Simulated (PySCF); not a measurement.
Values are calculated unless marked as measured or tabulated.
## CH11N2Si3

CH11N2Si3 is a small molecule (built as: Si site whose three back bonds go to NHSiH3, NHSiH3, CH3), neutral, doublet. The structure, one conformer, was relaxed in the gas phase by PBE0-D3(BJ)/def2-SVP. No frequency run checks that it is a minimum.

SMILES: C[Si](N[SiH3])N[SiH3]

Coordinates in Å:
```
Si1     0.814    0.891    0.535
N2     -0.725    1.252    1.278
Si3    -2.019    0.096    1.480
N4      0.826   -0.854    0.381
Si5     1.041   -1.843   -1.041
C6      0.992    1.599   -1.202
H7     -0.847    2.151    1.735
H8     -3.176    0.834    2.075
H9     -2.439   -0.504    0.177
H10    -1.675   -1.031    2.405
H11     0.834   -1.372    1.257
H12     0.937   -3.272   -0.616
H13    -0.008   -1.553   -2.067
H14     2.370   -1.640   -1.700
H15     1.956    1.316   -1.652
H16     0.936    2.698   -1.182
H17     0.175    1.230   -1.847
```

EPR values by unrestricted B3LYP, IGLO-III on C N Si, pcH-1 on H.

Task: Predict g and the largest hyperfine couplings. Where does the spin sit?

Result: g = 2.0015, 2.0023, 2.0026. The spin sits on Si1 (81 %, bonded to 1 C + 2 N) by Mulliken populations.
```json
{"atom": "Si1", "isotope": "29Si", "isotropic (MHz)": "-658.8", "dipolar, principal values (MHz)": "-130.2, 64.1, 66.1"}
{"atom": "C6", "isotope": "13C", "isotropic (MHz)": "84.2", "dipolar, principal values (MHz)": "-8.0, -7.3, 15.2"}
{"atom": "H17", "isotope": "1H", "isotropic (MHz)": "43.3", "dipolar, principal values (MHz)": "-4.9, -0.4, 5.3"}
{"atom": "N2", "isotope": "14N", "isotropic (MHz)": "26.1", "dipolar, principal values (MHz)": "-4.5, -4.1, 8.6"}
{"atom": "N4", "isotope": "14N", "isotropic (MHz)": "10.1", "dipolar, principal values (MHz)": "-3.6, -3.3, 6.9"}
{"atom": "Si3", "isotope": "29Si", "isotropic (MHz)": "-7.9", "dipolar, principal values (MHz)": "-4.7, 2.1, 2.5"}
```

Task: How do the isotropic couplings move with BHandHLYP?

Result: Si1 -658.8 to -694.3 MHz, C6 84.2 to 84.8 MHz, H17 43.3 to 43.1 MHz, N2 26.1 to 26.5 MHz.

The 2 runs behind this took 6.8 min in all, one thread each of Arm Neoverse N1 on a shared host, launched as `OMP_NUM_THREADS=1 python cluster_run.py task.json out`.
